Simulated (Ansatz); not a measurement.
```yaml
crystal:
  periodic: [false, false, false]
  atoms:
    - {symbol: In, position_ang: [-0.408301, 0.720411, 2.053885]}
    - {symbol: H, position_ang: [-0.806797, 1.083231, 3.707491]}
    - {symbol: Se, position_ang: [1.231123, 2.077739, 0.472454]}
    - {symbol: In, position_ang: [2.055948, -0.278047, -0.224625]}
    - {symbol: H, position_ang: [3.809114, -0.550845, -0.495415]}
    - {symbol: Se, position_ang: [0.627345, -1.779203, 1.527415]}
    - {symbol: In, position_ang: [-1.150498, -1.697435, -0.329835]}
    - {symbol: H, position_ang: [-1.923532, -3.203621, -0.701562]}
    - {symbol: Se, position_ang: [-2.329753, 0.317712, 0.483489]}
    - {symbol: In, position_ang: [-0.770259, 1.677847, -1.358515]}
    - {symbol: H, position_ang: [-1.264827, 2.772155, -2.552655]}
    - {symbol: Se, position_ang: [0.359816, -0.541988, -2.296329]}
basis:
  gaussian: {orbitals: def2-TZVPP, fitting: {mean_field: def2-universal-jkfit}}
hamiltonian: {xc: {name: r2SCAN0}, dispersion: d3bj}
scf: {omitted_lower_state_checks: [starts]}
output: {forces: true}
```

```sh
$ ansatz run in.yaml --threads 2 --pin off --events-out ev --progress --plain --max-ram 32768MiB --backend cuda --devices 0, --max-vram 18GiB
```

Output, abridged:

```
Warning: the engine holds no damping parameters fitted to this dispersion correction and functional, so the run takes those fitted to r2scan0 beside the three-body term, which d3bj leaves out (hamiltonian.dispersion, under Limitations)
Functional definition: r2SCAN0
2008 factors; integrals over basis functions are off by at most 1.1e0 eV
mean field evaluation 1: about -282169.4337 eV, gradient 3.0e1 eV
mean field evaluation 2: about -282169.7156 eV, gradient 3.1e1 eV
mean field evaluation 4: about -282171.7025 eV, gradient 2.0e0 eV
mean field evaluation 8: about -282171.7157 eV, gradient 1.8e-1 eV
mean field evaluation 16: about -282171.7157 eV, gradient 3.2e-5 eV
mean field -282171.71574557 eV, -10369.6192907912 hartree, gradient 3.2e-5 eV, S^2 0.000000; 0 other end points of the search recorded, 0 dependent functions left out
reference -282171.71576252 eV, -10369.6192914141 hartree; 112, 112 occupied and 336, 336 virtual orbitals, 2008 factors
Total energy: -282172.05176847 eV, -10369.6316394052 hartree
Atom 0 at    -0.408301     0.720411     2.053885 Å, force     0.721123    -0.314598     0.988222 eV/Å
Atom 1 at    -0.806797     1.083231     3.707491 Å, force     0.261129     0.009363    -0.462507 eV/Å
Atom 2 at     1.231123     2.077739     0.472454 Å, force    -0.606323     0.395703     0.045418 eV/Å
Atom 3 at     2.055948    -0.278047    -0.224625 Å, force     0.688414    -0.703225    -0.348201 eV/Å
Atom 4 at     3.809114    -0.550845    -0.495415 Å, force    -1.020223     0.119245     0.202091 eV/Å
Atom 5 at     0.627345    -1.779203     1.527415 Å, force     0.653112     0.671944     0.195142 eV/Å
Atom 6 at    -1.150498    -1.697435    -0.329835 Å, force     0.426755    -1.518979    -0.980671 eV/Å
Atom 7 at    -1.923532    -3.203621    -0.701562 Å, force     0.114853     0.403058    -0.012843 eV/Å
Atom 8 at    -2.329753     0.317712     0.483489 Å, force    -1.457231     1.562680    -0.695885 eV/Å
Atom 9 at    -0.770259     1.677847    -1.358515 Å, force     0.519470    -0.765186     0.381988 eV/Å
Atom 10 at    -1.264827     2.772155    -2.552655 Å, force    -0.142526     0.154597     0.198011 eV/Å
Atom 11 at     0.359816    -0.541988    -2.296329 Å, force    -0.158553    -0.014604     0.489236 eV/Å
Dipole moment:    -0.159811     0.360457    -0.006988 e Å
Checks for a lower state left out: starts
```

It took 10 s on 2 threads of AMD EPYC 7R13 on a shared host and a share (18 GiB) of an NVIDIA H100 80GB HBM3, peak host memory 1.2 GiB.

In the def2 sets In takes a core potential; there is no spin–orbit coupling.
